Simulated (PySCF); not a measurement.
**Radial density of Mn⁺ (manganese, charge +1)**

BP86, [Ar] 3d5 4s1, high-spin 7S determinant. Computed with PySCF 2.14 in cc-pVDZ-DK (6s5p3d1f, 43 functions), with the spin-free X2C one-electron Hamiltonian (Gaussian nucleus).

| r (bohr) | 4πr²ρ (e/bohr) | 4πr²(ρα − ρβ) |
| --- | --- | --- |
| 0.00108 | 0.2154 | 0.0001 |
| 0.00182 | 0.5452 | 0.0003 |
| 0.00306 | 1.351 | 0.0007 |
| 0.00515 | 3.228 | 0.0018 |
| 0.00867 | 7.258 | 0.0040 |
| 0.0146 | 14.64 | 0.0078 |
| 0.0245 | 24.46 | 0.0119 |
| 0.0413 | 30.10 | 0.0109 |
| 0.0694 | 25.39 | 0.0051 |
| 0.117 | 24.81 | 0.0491 |
| 0.196 | 33.24 | 0.3114 |
| 0.330 | 18.67 | 1.3485 |
| 0.555 | 12.64 | 3.5797 |
| 0.934 | 12.77 | 3.9109 |
| 1.57 | 3.382 | 1.9420 |
| 2.64 | 0.7276 | 0.7025 |
| 4.45 | 0.09979 | 0.0998 |
| 7.48 | 0.0007205 | 0.0007 |

Densities and radii are taken from the X2C orbitals without a picture-change correction, which distorts them close to the nucleus.
